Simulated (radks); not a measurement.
Results of a calculation; reference values are marked as such.
Problem. Ir+, 76 electrons, occupied as [Xe] 4f14 5d7 6s1 (the NIST ground configuration). Code: a radial shooting solver on a logarithmic mesh with Libxc functionals. Model: scalar-relativistic Kohn-Sham, r2SCAN, spin-unpolarised, spherical densities, finite nucleus; meta-GGA in the generalised Kohn-Sham scheme; Fermi nuclear charge, rms radius 5.4032 fm. Some entries of the table are withheld. Estimate them.

orbital,occ.,eigenvalue (eV),<1/r> (bohr^-1),<r^2> (bohr^2)
1s,2,-76207.05,92.15,0.0004197
2s,2,-13365.74,21.61,(1)
2p,6,-11611.47,19.36,0.005365
3s,2,-3143.188,(2),0.04141
3p,6,-2627.861,(3),(4)
3d,10,-2059.148,6.916,0.03518
4s,2,-683.3107,(5),0.2022
4p,6,-513.5601,3.094,0.2304
4d,10,-303.8859,2.765,0.2646
5s,2,-108.4066,1.370,1.082
4f,14,(6),2.315,0.3509
5p,6,-64.5938,1.162,1.460
5d,7,-15.4920,0.7906,3.272
6s,1,-13.4715,0.4713,8.200

Solution. 
(1) 2s <r^2> (bohr^2): 0.006417
(2) 3s <1/r> (bohr^-1): 8.018
(3) 3p <1/r> (bohr^-1): 7.346
(4) 3p <r^2> (bohr^2): 0.04239
(5) 4s <1/r> (bohr^-1): 3.414
(6) 4f eigenvalue (eV): -71.2866
